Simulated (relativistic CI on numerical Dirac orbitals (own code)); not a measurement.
Hf LXIV: sensitivity of the levels to the model

Base calculation: Dirac-Coulomb-Breit CI, orbitals from a KLI potential per configuration, a model potential for QED, unscaled Slater integrals.

CI space (outside the closed core 1s2): 2s²2p⁵, 2s2p⁶, 2p⁶3s, 2p⁶3p, 2s²2p⁴3s, 2p⁶3d, 2s²2p⁴3p, 2s²2p⁴3d, 2s2p⁵3s, 2s2p⁵3p, 2s2p⁵3d, 2s²2p⁴4s, 2s²2p⁴4p, 2s²2p⁴4d, 2s²2p⁴4f, 2s²2p³3s², 2s2p⁵4s, 2s²2p³3s3p, 2s2p⁵4p, 2s²2p⁴5s, 2s2p⁵4d, 2s²2p⁴5p, 2s²2p³3s3d, 2s2p⁵4f, 2s²2p³3p², 2s²2p⁴5d, 2s²2p⁴5f, 2s²2p⁴5g, 2s²2p³3p3d, 2s2p⁴3s², 2s²2p³3d², 2s2p⁴3s3p, 2s2p⁴3s3d, 2s2p⁴3p², 2s2p⁵5s, 2s2p⁴3p3d. Levels of other configurations are missing.

Variants: (1) one mean potential for all configurations. Shifts of the energy above 2s²2p⁵ ²P°3/2, in eV, for the lowest level and the first level of each name with at least 55 % of one term (blank where a level changes its place among those of its configuration and J or its character, or is not in the variant):

| Level | Base | Δ(1) |
| --- | --- | --- |
| 2s²2p⁵ ²P°3/2 | 0.00 | 0.00 |
| 2s²2p⁵ ²P°1/2 | 1225.40 | -0.03 |
| 2s2p⁶ ²S1/2 | 1685.59 | +0.33 |
| 2s²2p⁴3s ⁴P5/2 | 7985.58 | -0.94 |
| 2s²2p⁴3s ²P3/2 | 7996.28 | -1.05 |
| 2s²2p⁴3s ²S1/2 | 8048.40 | -1.12 |
| 2s²2p⁴3p ²P°1/2 | 8175.95 | -1.11 |
| 2s²2p⁴3p ⁴D°7/2 | 8459.62 | -0.82 |
| 2s²2p⁴3d ²D3/2 | 8663.03 | -1.12 |
| 2s²2p⁴3d ⁴F9/2 | 8682.94 | -0.95 |
| 2s²2p⁴3d ²P1/2 | 8696.69 | -0.99 |
| 2s²2p⁴3s ⁴P3/2 | 9216.46 | -0.44 |
| 2s²2p⁴3s ²P1/2 | 9225.90 | -0.53 |
| 2s²2p⁴3s ²D5/2 | 9236.70 | -0.44 |

At this charge energies of transitions that change n are usually good to better than 1 %, and those within a shell (Δn = 0) to a few per cent.

Ionisation energy from the two ground configurations alone: base 14996.1 eV. The NIST ASD value (theoretical) is 14999 eV.

LS names give the leading component of a level, which can be under half, so a name can repeat, a term be missing and a line seem to break the LS rules.
